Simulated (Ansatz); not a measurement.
Relaxation of C2H6F2Si (11 atoms, charge 0, multiplicity 1), to a largest force component of 0.015 eV/Å in at most 40 steps.

Level of theory: Ansatz 0.2.0, RHF/def2-SVP.

```xyz
11
Properties=species:S:1:pos:R:3
C -0.874 -0.672 1.114
Si 0.635 -0.032 0.307
F 0.155 0.514 -1.104
C 1.486 1.365 1.154
F 1.780 0.972 2.466
H -1.392 -1.399 0.503
H -0.698 -1.034 2.102
H -1.607 0.203 1.205
H 1.607 -1.190 0.075
H 2.347 1.679 0.708
H 0.755 2.196 1.321
```

Where does it end, and by what steps?

It converged. After 6 steps the energy has fallen by 0.385 eV; F3 moved furthest, 0.12 Å.

```csv
step,energy less start (eV),largest force component (eV/Å),accepted
0,0.0000,3.357,yes
1,-0.3433,1.054,yes
2,-0.3809,0.215,yes
3,-0.3842,0.069,yes
4,-0.3845,0.056,yes
5,-0.3850,0.022,yes
6,-0.3850,0.007,yes
```

```xyz
11
Properties=species:S:1:pos:R:3
C -0.921 -0.643 1.124
Si 0.624 -0.059 0.263
F 0.240 0.549 -1.188
C 1.452 1.362 1.204
F 1.775 0.910 2.463
H -1.388 -1.467 0.581
H -0.681 -0.991 2.131
H -1.651 0.166 1.209
H 1.588 -1.153 0.045
H 2.365 1.705 0.715
H 0.789 2.223 1.305
```

Whether the end is a true minimum wasn't checked by a vibrational analysis.

Run time: 16 s on 1 thread of Intel(R) Xeon(R) Platinum 8559C (Emerald Rapids), on a shared host, peak memory 0.23 GiB.
